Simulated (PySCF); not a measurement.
Ga(Me)2(NH2) (C2H8GaN), SMILES [CH3][Ga]([CH3])[NH2].

The structure is a stationary point at TPSSh-D3(BJ)/def2-SVP. The isomer is the one that the SMILES or the coordinates give; other isomers of the formula were not compared. The values are those of a single conformer.

Method: C-PCM-B3LYP/def2-SVP (PySCF).

The values are the electrostatic part of the solvation free energy, E(continuum) − E(gas) at the gas-phase geometry, in a cavity of scaled van der Waals radii (PySCF's table); cavitation and dispersion terms are not included. A continuum can't describe solvent molecules that bind to the metal. In vacuum the orbital gap is 6.65 eV. The dipole moment in vacuum is 0.56 D.

Computed values in water (ε = 78.36), tetrahydrofuran (ε = 7.43), acetonitrile (ε = 35.69):
```csv
solvent,ε,ΔG(elec) (kcal/mol),dipole (D),gap (eV)
water,78.36,-2.5,0.64,6.77
tetrahydrofuran,7.43,-2.2,0.63,6.76
acetonitrile,35.69,-2.4,0.64,6.77
```
